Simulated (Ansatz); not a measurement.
BH2 (SMILES [BH2]), charge 0, multiplicity 2, relaxed at each level with Ansatz (a first-principles code); harmonic frequencies from differences of analytic forces, average atomic masses, frozen cores. Open shells are unrestricted.

| level | B1–H2 (Å) | B1–H3 (Å) | H2–B1–H3 (°) | dipole (D) |
|---|---|---|---|---|
| HF/def2-TZVPP | 1.1835 | 1.1835 | 127.8 | 0.45 |
| PBE/def2-TZVPP | 1.1971 | 1.1971 | 129.7 | 0.51 |
| r2SCAN/def2-TZVPP | 1.1894 | 1.1894 | 129.3 | 0.46 |
| B3LYP/def2-TZVPP | 1.1858 | 1.1858 | 129.6 | 0.49 |
| PBE0/def2-TZVPP | 1.1907 | 1.1907 | 129.4 | 0.50 |
| wB97X-V/def2-TZVPP | 1.1918 | 1.1918 | 129.5 | 0.54 |
| MP2/cc-pVTZ | 1.1838 | 1.1838 | 128.5 | 0.46 |
| CCSD(T)/cc-pVDZ | 1.2075 | 1.2075 | 128.1 | 0.41 |
| CCSD(T)/cc-pVTZ | 1.1890 | 1.1890 | 128.7 | 0.46 |
| CCSD(T)/cc-pVQZ | 1.1876 | 1.1876 | 128.9 | 0.47 |

Measured: bond lengths of mixed type (r0, rs, rg or re) BH 1.18 Å [NIST CCCBDB].
